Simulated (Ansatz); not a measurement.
Reaction (ligand exchange at the Si–S bond): `N[SiH2]S[SiH3]` + `N[AsH2]` → `[SiH3]N[AsH2]` + `N[SiH2]S`

Program: Ansatz. Geometries: PBE0-D4/def2-TZVP. ΔE: electronic, gas phase. CCSD(T)/CBS adds triple-zeta CCSD(T) − MP2 to the extrapolated MP2 energy (def2 sets, frozen cores). Functionals use def2-TZVPP. For As outer-core shells are correlated without core-valence functions, which leaves a few kJ/mol of doubt a bond. Scalar relativity is left out up to krypton. Each species was taken in one conformer, which may not be the lowest.

```
         species  B2PLYP energy (Eh)
`N[SiH2]S[SiH3]`         -1035.85702
       `N[AsH2]`         -2292.62620
 `[SiH3]N[AsH2]`         -2583.22704
      `N[SiH2]S`          -745.25390
```

Question: Work out ΔE.

Answer: ΔE = (-2583.22704) + (-745.25390) − (-1035.85702) − (-2292.62620) = 0.00228 Eh = +1.4 kcal/mol. CCSD(T)/CBS gives +2.0 kcal/mol.

Largest T1 diagnostic among the species: 0.011.

In def2-TZVPP, CCSD(T) changes the Hartree–Fock value by +2.0 kcal/mol (the triples alone add +0.6 kcal/mol) and MP2 by +2.4 kcal/mol.
